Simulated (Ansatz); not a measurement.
Start from `F[SiH2]O[SiH3]` and change one atom or group to get `F[SiH2]O[SiH2]Cl`.

Ansatz, PBE0-D4/def2-TZVP geometries, multiplicity 1. Each molecule was computed in one conformer, which needn't be the lowest.

| property | `F[SiH2]O[SiH3]` |
| --- | --- |
| ideal-gas entropy at 298 K and 1 bar (rigid rotor, harmonic PBE0-D4/def2-TZVP) / J/(mol·K) | 350 |
| HOMO–LUMO gap (B3LYP/def2-TZVPP) / eV | 8.55 |
| LUMO energy (B3LYP/def2-TZVPP) / eV | -0.27 |
| HOMO–LUMO gap (PBE0/def2-TZVPP) / eV | 8.96 |
| HOMO–LUMO gap (ωB97M-V/def2-TZVPP) / eV | 12.94 |
| LUMO energy (PBE0/def2-TZVPP) / eV | -0.05 |

(1) What does the change do to each property? (Best estimate.)

Results:

(1) Computed: 
```csv
property,`F[SiH2]O[SiH2]Cl`,shift
"ideal-gas entropy at 298 K and 1 bar (rigid rotor, harmonic PBE0-D4/def2-TZVP) / J/(mol·K)",378,28
HOMO–LUMO gap (B3LYP/def2-TZVPP) / eV,8.76,0.21
LUMO energy (B3LYP/def2-TZVPP) / eV,-0.04,0.23
HOMO–LUMO gap (PBE0/def2-TZVPP) / eV,9.20,0.24
HOMO–LUMO gap (ωB97M-V/def2-TZVPP) / eV,13.18,0.24
LUMO energy (PBE0/def2-TZVPP) / eV,0.16,0.21
```

Modes under 60 cm⁻¹, often nearly free rotors, make the harmonic entropy too high.

B3LYP here is the variant with VWN-RPA as its local correlation; programs differ in this.
